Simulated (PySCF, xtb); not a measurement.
Sn(Cl)(NH2)3 (ClH₆N₃Sn), SMILES [NH2][Sn]([NH2])([NH2])[Cl]. Other conformers were not sampled.

Harmonic wavenumbers (cm⁻¹) from xtb with GFN2-xTB at its own minimum, in rising order: 65, 70, 111, 113, 128, 135, 140, 141, 288, 425, 511, 512, 729, 734, 735, 779, 781, 793, 1471, 1471, 1477, 3381, 3382, 3385, 3409, 3410, 3412.

Task: What does PBE-D3(BJ)/def2-SVP (PySCF 2.14.0) give at its own minimum? (The exact figures need the calculation; the answer reports its results.)

Result: 88, 89, 148, 148, 151, 164, 164, 236, 336, 527, 547, 547, 655, 655, 667, 831, 856, 856, 1486, 1487, 1487, 3403, 3403, 3403, 3504, 3504, 3504. Paired by order, the mean absolute difference is 48 cm⁻¹ and the zero-point energies are 45.7 and 47.0 kcal/mol.
